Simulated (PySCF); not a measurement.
## Bond curve of KN

Set-up: PySCF, spin-free X2C with a Gaussian nucleus, basis sets K x2c-SVPall, N x2c-SVPall. Energies in eV from K + N in their ground configurations at the same level. State: ³Σ⁻ (triplet), unpaired electrons π ↑↑.

All columns are PBE0. A positive dipole means K(−)N(+).

```tsv
R (Å)	E (eV)	μ (D)	Mulliken charge on K (basis-dependent)	HOMO (eV)	LUMO (eV)	Mayer bond order	⟨S²⟩
2.259	-0.462	-5.21	0.52	-2.97	-1.19	0.76	2.16
2.364	-0.634	-5.29	0.50	-2.98	-1.24	0.76	2.19
2.469	-0.720	-5.31	0.48	-2.99	-1.29	0.76	2.23
2.548	-0.746	-5.30	0.46	-3.00	-1.32	0.76	2.26
2.627	-0.751	-5.27	0.43	-3.02	-1.35	0.75	2.29
2.706	-0.741	-5.24	0.41	-3.03	-1.38	0.75	2.32
2.811	-0.714	-5.18	0.38	-3.04	-1.41	0.73	2.36
2.942	-0.665	-5.10	0.34	-3.06	-1.45	0.70	2.41
3.100	-0.598	-4.99	0.30	-3.07	-1.49	0.65	2.47
3.310	-0.507	-4.79	0.26	-3.09	-1.52	0.58	2.55
```

A fit through these points gives, at Re = 2.610 Å, μ = -5.28 D and dμ/dR = 0.341 D/Å; the reduced mass is 10.3 u.

How strong is the fundamental in the double-harmonic approximation, I = 42.26·(dμ/dR)²/μred km/mol?

I = 42.26·(0.341)²/10.3 = 0.477 km/mol at PBE0.

⟨S²⟩ is raised (KN 2.28), so spin contamination touches these numbers. ⟨S²⟩ of the unrestricted solution departs from its pure value on part of the curve, where spin states mix. The state is the lowest determinant that a PBE0 search found; another state may lie lower at other levels.
